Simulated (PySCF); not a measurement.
Compound: CH₂BF₄Ga.
Atom-mapped SMILES: `[F:1][B:2]([F:3])[CH2:4][Ga:5]([F:6])[F:7]` (hydrogens: H8, H9 on C4)

Computed with PBE0-D3(BJ)/def2-SVP geometry optimisation, gas phase (PySCF 2.14.0).

Task: List the bond lengths, angles and torsions at this level.

Result: 
```
          bond  length (Å)   order
  F1–B2, B2–F3       1.320  single
         B2–C4       1.551  single
        C4–Ga5       1.943  single
Ga5–F6, Ga5–F7       1.743  single
  C4–H8, C4–H9       1.100  single
```

Bonds in one row agree within 0.01 Å and their mean is given. Orders are formal, as drawn. A selection of angles:
```
    angle  degrees
 F1–B2–F3    116.8
 F1–B2–C4    121.7
B2–C4–Ga5    110.2
 B2–C4–H8    111.7
 B2–C4–H9    113.0
Ga5–C4–H8    105.7
 H8–C4–H9    110.4
C4–Ga5–F6    124.0
F6–Ga5–F7    113.1
```

Dihedral angles: F1–B2–C4–Ga5 96° (anticlinal); B2–C4–Ga5–F6 -43° (synclinal). The mirror-image conformer, all signs reversed, is as good.

B2 (three-coordinate boron) is planar (angles 121.7°, 121.5° and 116.8°, sum 360.0°, 0.01 Å off the plane of its three neighbours). Ga5 (gallium bonded to C and 2 F) is planar (angles 124.0°, 122.9° and 113.1°, sum 360.0°, 0.01 Å off the plane of its three neighbours).

Point group: C1 (no symmetry element, even within 0.4 Å). No frequency check. The numbers are those of one conformer.
